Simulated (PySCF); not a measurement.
# 31P chemical shifts

- shielding tensors at PBE0/pcSseg-1 (GIAO)
- structure optimised with GFN2-xTB
- run in PySCF
- equivalent nuclei averaged, no solvent, one conformer, non-relativistic

Shieldings were converted by a linear fit to measured shifts: 31P: δ = 270.09 − 0.828σ (rms 18.1 ppm, 64 shifts vs H3PO4, solution or neat liquid). Occasional misses reach two or three times the rms, and more in compound classes unlike the fitted ones.

Problem. Give the 31P shifts of `Cc1ocpc1C=O`, `CCc1cn(C)cp1`, `S=[PH]1C=CC=C1`.

Solution. 
```
      compound                                           environment  δ (ppm)
   Cc1ocpc1C=O        phosphorus bonded to 2 C, in a 5-membered ring    131.5
  CCc1cn(C)cp1        phosphorus bonded to 2 C, in a 5-membered ring    100.6
S=[PH]1C=CC=C1  phosphorus bonded to 2 C, S, H, in a 5-membered ring      8.7
```

Problem. Match the shifts 200.5, 123.3, 91.7, 18.3, -102.5 ppm to `C#CP1(=S)CC1`, `c1n[nH]cp1`, `CC(=O)c1cpco1`, `Cc1cpcs1`, `CP1(=S)CCSCC1`.

Solution. 200.5: Cc1cpcs1 (phosphorus bonded to 2 C, in a 5-membered ring); 123.3: CC(=O)c1cpco1 (phosphorus bonded to 2 C, in a 5-membered ring); 91.7: c1n[nH]cp1 (phosphorus bonded to 2 C, in a 5-membered ring); 18.3: CP1(=S)CCSCC1 (phosphorus bonded to 3 C, S, in a 6-membered ring); -102.5: C#CP1(=S)CC1 (phosphorus bonded to 3 C, S, in a 3-membered ring).
